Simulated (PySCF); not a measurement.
Compound: C₅HF₂N.
Cartesian coordinates in Å at the GFN2-xTB level; atoms count from 1:
```
atom  x, y, z in Å
N1     3.096    0.548    0.427
C2     2.115   -0.016    0.245
C3     0.903   -0.701    0.022
F4     0.999   -2.046   -0.178
C5    -0.281   -0.108    0.000
C6    -1.137    1.076    0.102
C7    -1.710   -0.092   -0.134
F8    -2.791   -0.779   -0.342
H9    -1.181    2.125    0.260
```

The calculation used CAM-B3LYP/def2-SVPD in PySCF (dipole) on a GFN2-xTB geometry, gas phase.

Take the most abundant isotopes and a rigid rotor. 

(1) Give the principal moments of inertia and the rotational constants in MHz.

(2) Classify the top.

(3) What does the inertial defect say?

(4) Where do the levels up to J = 4 lie, in MHz?

(5) Predict some low-J microwave lines.

(6) Estimate the classical rotational partition function at 25 K, 298.15 K and 500 K.

Answers

(1) Ia = 106.54, Ib = 421.41, Ic = 527.96 u·Å²; 505379 MHz·u·Å²/I gives A = 4743, B = 1199, C = 957.2 MHz.

(2) An asymmetric top: κ = (2 × 1199 − 4743 − 957.2)/(4743 − 957.2) = -0.87.

(3) Planar: Δ = Ic − Ia − Ib = 0.00 u·Å². For a rigid frame Δ = −2 Σ m c², so it vanishes when all atoms lie in the ab plane; here none is more than 0.01 Å from it.

(4) Above 0(0,0):
J = 1: 1(0,1) 2156, 1(1,1) 5701, 1(1,0) 5943
J = 2: 2(0,2) 6457, 2(1,2) 9772, 2(1,1) 10498, 2(2,1) 21130, 2(2,0) 21142
J = 3: 3(0,3) 12879, 3(1,3) 15871, 3(1,2) 17322, 3(2,2) 27599, 3(2,1) 27659, 3(3,1) 45932, 3(3,0) 45933
J = 4: 4(0,4) 21387, 4(1,4) 23990, 4(1,3) 26407, 4(2,3) 36216, 4(2,2) 36394, 4(3,2) 54581, 4(3,1) 54584, 4(4,1) 80216, 4(4,0) 80216
The levels of one J sum to (2J + 1)J(J + 1)(A + B + C)/3.

(5) The dipole components are |μa| = 5.05 D, |μb| = 1.94 D, |μc| = 0.00 D; the mirror of this Cs structure is the ab plane, so μc vanishes by symmetry and there are no c-type lines. Intensities carry the squares of the components, which stand as 1.00 : 0.15 (a : b). Some lines, for components of 0.1 D or more:

```csv
type,branch,"J(Ka,Kc)",MHz,lower level (cm⁻¹)
a,Q,"4(1,3) ← 4(1,4)",2418,0.800
b,Q,"4(1,3) ← 4(0,4)",5020,0.713
b,R,"4(0,4) ← 3(1,3)",5516,0.529
a,R,"4(0,4) ← 3(0,3)",8508,0.430
a,R,"4(2,3) ← 3(2,2)",8617,0.921
a,R,"4(3,1) ← 3(3,0)",8651,1.532
b,Q,"4(2,2) ← 4(1,3)",9987,0.881
b,Q,"3(2,2) ← 3(1,3)",11729,0.529
b,R,"2(2,1) ← 1(1,0)",15187,0.198
b,R,"3(2,2) ← 2(1,1)",17102,0.350
b,R,"3(2,1) ← 2(1,2)",17888,0.326
b,R,"4(3,2) ← 3(2,1)",26922,0.923
b,R,"4(4,1) ← 3(3,0)",34284,1.532
```

(6) Point group Cs, symmetry number σ = 1; q = (√π/σ)·√((kT/h)³/(ABC)), k/h = 20836.6 MHz/K: 9030 at 25 K, 372000 at 298.15 K, 808000 at 500 K.

No GFN2-xTB frequencies stand behind this structure, so it isn't proved a minimum. Constants of a rigid frame at the computed geometry: no zero-point averaging, no centrifugal distortion. Quadrupole hyperfine structure (14N) is left out.

The run took 35 s of wall time on one thread of an x86-64 server, no GPU, on a shared host. This is the CAM-B3LYP/def2-SVPD job that gave the dipole, with the excitations it also computed.
